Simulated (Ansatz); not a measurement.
GeH2MeI (CH₅GeI). The state is a singlet with charge 0. Geometry PBE0-D4/def2-SVP.

```xyz
8

Ge   -0.295    0.826    0.029
H    -0.637    1.379    1.422
H    -1.396    1.191   -0.981
C     0.079   -1.081    0.060
H    -0.811   -1.629    0.407
H     0.917   -1.289    0.740
H     0.344   -1.428   -0.949
I     1.799    2.031   -0.728
```

In the def2 sets I takes a core potential; there is no spin–orbit coupling.

Problem. Estimate the orbital energies around the gap (eV) in Ansatz with PBE-D4/def2-SVP, BLYP-D4/def2-TZVP, r2SCAN-D4/def2-TZVP, PBE0-D4/def2-SVP, PBE0-D4/def2-TZVP.

Solution. 
```csv
orbital,PBE-D4/def2-SVP,BLYP-D4/def2-TZVP,r2SCAN-D4/def2-TZVP,PBE0-D4/def2-SVP,PBE0-D4/def2-TZVP
HOMO−5,-10.29,-10.25,-10.75,-11.88,-11.90
HOMO−4,-8.52,-8.48,-8.95,-9.91,-9.93
HOMO−3,-8.33,-8.21,-8.68,-9.68,-9.66
HOMO−2,-7.93,-7.76,-8.27,-9.07,-9.05
HOMO−1,-6.15,-6.10,-6.58,-7.33,-7.41
HOMO,-6.14,-6.10,-6.57,-7.32,-7.41
LUMO,-1.45,-1.53,-1.36,-0.62,-0.76
LUMO+1,0.35,0.04,0.51,1.15,0.78
LUMO+2,0.67,0.25,0.63,1.62,1.08
LUMO+3,1.07,0.92,1.16,1.90,1.65
LUMO+4,1.96,1.58,2.22,2.85,2.37
LUMO+5,2.46,1.88,2.56,3.39,2.70
```
